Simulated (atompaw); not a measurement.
## Si (Z = 14): PAW (atompaw) pseudisation with PBE, scalar-relativistic reference atom.

| Property | Result |
| --- | --- |
| Element | Si |
| Generator | atompaw 4.2.0.5 |
| Type | PAW |
| Functional | PBE |
| Relativity | scalar-relativistic |
| Frozen core | [Ne] |
| Valence charge | 4 |
| Reference configuration | 3s2 3p2 |
| Partial waves | 3s (bound); 3s channel at 2.05 Ry; 3p (bound); 3p channel at 0.75 Ry |
| Local potential | troulliermartins scheme with l = 2 at 0 Ry, radius 1.85 bohr |
| Core correction | smooth core density matched at 1.35 bohr |
| Augmentation charge | besselshape compensation charge, radius 2.00 bohr; PAW radius 2.25 bohr; waves and projectors: bloechl |

**Question.** Does the generator finish with these settings?

**Answer.** Yes, a potential is produced.

**Question.** Estimate the cutoffs (Ry, on a coarse ladder) from which the occupation-weighted sum of valence levels, in a spherical-Bessel basis at the reference potential, stays within 10 and 1 mRy of its value at 400 Ry.

**Answer.** 18 Ry and 40 Ry.

**Question.** Does the potential have ghost states?

**Answer.** No extra level below or beside the all-electron valence levels (s, p, d, f tested).

**Question.** Is the overlap operator S = 1 + Σ q|β⟩⟨β| positive definite (Bessel basis up to 400 Ry)?

**Answer.** Barely: its lowest eigenvalue is 0.014 (p channel).

**Question.** Which valence shell sets the plane-wave cutoff?

**Answer.** 3s: its level needs 35 Ry to come within 1 mRy, against 21 Ry for 3p.
